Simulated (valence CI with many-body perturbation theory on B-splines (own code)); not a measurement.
## Zr XXXVI: electric-dipole lines

Method: valence CI with perturbative core correlation (CI+MBPT): three valence electrons over a frozen Dirac-Fock core [He], a basis of 11 s, 11 p, 10 d, 8 f, 5 g, 2 h functions for each j, with the one-electron correlation potential Σ1, the two-electron term Σ2, the three-electron term Σ3, Breit, model QED; selected CI, second order for the rest, scaled by the run's own slope (own B-spline code, finite nucleus).

No measured spectrum was set against this ion. As an estimate, large intervals hold to a few tenths of a per cent, small ones and those within an open d or f shell to about a per cent.

Lines 51 to 100 of 593 in falling wavelength, among levels below 31200 × 10³ cm⁻¹, chosen from the strongest by gf and those to the six lowest levels. Wavelengths and rates use the calculated energies. Electric multipoles are in the length gauge, E1 and E2 with the static RPA response of the core. Weak lines are less certain than strong ones. Lines between different terms over intervals too small for the method are left out, as are lines whose strength nearly cancels. The highest levels of a list are the least certain.

Levels are named by their leading jj configuration (3d3/2^4 stands for four electrons in 3d with j = 3/2), which in mixed levels can hold well under half, so a name can repeat and another be missing. Letters in brackets count levels of one name in rising energy.

```csv
λ vac (nm),Upper,Lower,A (s⁻¹),S (a.u.) with core polarisation,S without
45.77,(2s 2p3/2 4p3/2) J=3/2 [b],(2s 2p3/2 4s) J=3/2 [b],1.09e+09,2.06e-01,2.06e-01
45.45,(2s^2 4p3/2) J=3/2,(2s^2 4s) J=1/2,2.72e+09,5.03e-01,5.04e-01
44.81,(2s 2p1/2 4p3/2) J=5/2,(2s 2p1/2 4s) J=3/2,2.94e+09,7.84e-01,7.84e-01
44.56,(2s 2p3/2 4p3/2) J=1/2 [a],(2s 2p3/2 4s) J=3/2 [a],2.97e+09,2.60e-01,2.60e-01
44.51,(2s 2p1/2 4p3/2) J=3/2 [a],(2s 2p1/2 4s) J=1/2 [a],1.97e+09,3.43e-01,3.43e-01
42.91,(2s 2p1/2 4p3/2) J=3/2 [b],(2s 2p1/2 4s) J=3/2,1.23e+09,1.92e-01,1.92e-01
41.71,(2s 2p3/2 4d5/2) J=7/2 [a],(2s 2p3/2 4p1/2) J=5/2,6.10e+08,1.75e-01,1.75e-01
40.79,(2s 2p3/2 4p3/2) J=5/2 [a],(2s 2p3/2 4s) J=5/2,1.64e+09,3.30e-01,3.30e-01
35.38,(2p3/2^2 3d5/2) J=7/2,(2p3/2^2 3p3/2) J=5/2,1.07e+09,1.87e-01,1.87e-01
35.31,(2s 2p3/2 3d5/2) J=9/2,(2s 2p3/2 3p3/2) J=7/2,1.33e+09,2.88e-01,2.88e-01
35.23,(2p1/2 2p3/2 3d5/2) J=9/2,(2p1/2 2p3/2 3p3/2) J=7/2,1.57e+09,3.39e-01,3.39e-01
35.21,(2p1/2 2p3/2 3d5/2) J=7/2 [a],(2p1/2 2p3/2 3p3/2) J=5/2 [a],1.24e+09,2.13e-01,2.13e-01
34.51,(2p3/2^2 3d5/2) J=9/2,(2p3/2^2 3p3/2) J=7/2,1.59e+09,3.23e-01,3.23e-01
33.84,(2s 2p1/2 3d5/2) J=7/2,(2s 2p1/2 3p3/2) J=5/2,1.50e+09,2.30e-01,2.30e-01
33.05,(2p3/2^2 3d5/2) J=5/2 [b],(2p3/2^2 3p3/2) J=3/2 [b],1.77e+09,1.89e-01,1.90e-01
32.73,(2p1/2 2p3/2 3d5/2) J=7/2 [b],(2p1/2 2p3/2 3p3/2) J=5/2 [b],1.66e+09,2.30e-01,2.30e-01
31.87,(2p1/2^2 3d5/2) J=5/2,(2p1/2^2 3p3/2) J=3/2,1.94e+09,1.86e-01,1.86e-01
31.68,(2s 2p3/2 3d5/2) J=7/2 [b],(2s 2p3/2 3p3/2) J=5/2 [b],1.64e+09,2.06e-01,2.06e-01
29.77,(2s 2p1/2 3d5/2) J=5/2 [a],(2s 2p1/2 3p3/2) J=3/2 [a],1.45e+09,1.13e-01,1.13e-01
29.47,(2s^2 3d5/2) J=5/2,(2s^2 3p3/2) J=3/2,1.99e+09,1.51e-01,1.51e-01
29.30,(2s 2p3/2 3d5/2) J=5/2 [b],(2s 2p3/2 3p3/2) J=3/2 [b],1.49e+09,1.11e-01,1.11e-01
28.37,(2p1/2 2p3/2 3d5/2) J=5/2 [b],(2p1/2 2p3/2 3p3/2) J=3/2 [b],1.94e+09,1.31e-01,1.31e-01
28.34,(2s 2p1/2 3d5/2) J=5/2 [b],(2s 2p1/2 3p3/2) J=3/2 [b],2.24e+09,1.51e-01,1.51e-01
27.92,(2s 2p3/2 3d5/2) J=5/2 [a],(2s 2p3/2 3p3/2) J=3/2 [a],1.59e+09,1.03e-01,1.03e-01
27.76,(2s 2p3/2 3d5/2) J=7/2 [a],(2s 2p3/2 3p3/2) J=5/2 [a],2.05e+09,1.73e-01,1.73e-01
26.82,(2s 2p3/2 3p1/2) J=5/2,(2s 2p3/2 3s) J=5/2,2.12e+09,1.21e-01,1.21e-01
23.04,(2s 2p3/2 3d3/2) J=7/2,(2s 2p3/2 3p1/2) J=5/2,2.72e+09,1.31e-01,1.31e-01
22.60,(2p1/2 2p3/2 3d3/2) J=5/2 [a],(2p1/2 2p3/2 3p1/2) J=3/2 [a],3.92e+09,1.34e-01,1.34e-01
22.52,(2p1/2 2p3/2 3d3/2) J=7/2,(2p1/2 2p3/2 3p1/2) J=5/2,3.72e+09,1.67e-01,1.68e-01
22.24,(2s 2p1/2 3d3/2) J=5/2,(2s 2p1/2 3p1/2) J=3/2,3.24e+09,1.06e-01,1.06e-01
21.95,(2p3/2^2 3d3/2) J=7/2,(2p3/2^2 3p1/2) J=5/2,5.02e+09,2.09e-01,2.10e-01
21.91,(2s 2p3/2 3d3/2) J=5/2 [b],(2s 2p3/2 3p1/2) J=3/2 [b],3.22e+09,1.00e-01,1.00e-01
21.80,(2p1/2^2 3d3/2) J=3/2,(2p1/2^2 3p1/2) J=1/2,5.35e+09,1.09e-01,1.09e-01
21.77,(2p1/2 2p3/2 3p3/2) J=5/2 [a],(2p1/2 2p3/2 3s) J=3/2 [a],5.79e+09,1.77e-01,1.77e-01
21.60,(2p1/2 2p3/2 3p3/2) J=7/2,(2p1/2 2p3/2 3s) J=5/2,7.67e+09,3.05e-01,3.05e-01
21.43,(2s 2p1/2 3p3/2) J=3/2 [b],(2s 2p1/2 3s) J=1/2 [b],4.20e+09,8.16e-02,8.16e-02
21.42,(2s 2p1/2 3d3/2) J=3/2 [a],(2s 2p1/2 3p1/2) J=1/2 [a],4.56e+09,8.85e-02,8.85e-02
21.28,(2p3/2^2 3d3/2) J=3/2 [b],(2p3/2^2 3p1/2) J=1/2,5.59e+09,1.06e-01,1.06e-01
21.08,(2s 2p3/2 3p3/2) J=5/2 [b],(2s 2p3/2 3s) J=3/2 [b],5.55e+09,1.54e-01,1.54e-01
21.06,(2p3/2^2 3p3/2) J=7/2,(2p3/2^2 3s) J=5/2,5.89e+09,2.17e-01,2.17e-01
20.56,(2s^2 3d3/2) J=3/2,(2s^2 3p1/2) J=1/2,4.61e+09,7.91e-02,7.91e-02
20.28,(2p3/2^2 3p3/2) J=3/2 [b],(2p3/2^2 3s) J=1/2,9.07e+09,1.49e-01,1.49e-01
20.13,(2p1/2^2 3p3/2) J=3/2,(2p1/2^2 3s) J=1/2,1.02e+10,1.64e-01,1.64e-01
19.94,(2s 2p3/2 3p3/2) J=5/2 [a],(2s 2p3/2 3s) J=3/2 [a],4.83e+09,1.13e-01,1.14e-01
19.62,(2s 2p3/2 3p3/2) J=7/2,(2s 2p3/2 3s) J=5/2,8.74e+09,2.61e-01,2.61e-01
19.54,(2p1/2 2p3/2 3p3/2) J=5/2 [b],(2p1/2 2p3/2 3s) J=3/2 [b],7.70e+09,1.70e-01,1.70e-01
19.09,(2s^2 3p3/2) J=3/2,(2s^2 3s) J=1/2,8.32e+09,1.14e-01,1.14e-01
18.95,(2s 2p1/2 3p3/2) J=5/2,(2s 2p1/2 3s) J=3/2,1.12e+10,2.26e-01,2.26e-01
18.38,(2s 2p1/2 3p3/2) J=3/2 [a],(2s 2p1/2 3s) J=1/2 [a],1.04e+10,1.28e-01,1.28e-01
17.71,(2p1/2 2p3/2 3p3/2) J=5/2 [b],(2p1/2 2p3/2 3s) J=5/2,4.72e+09,7.78e-02,7.78e-02
```
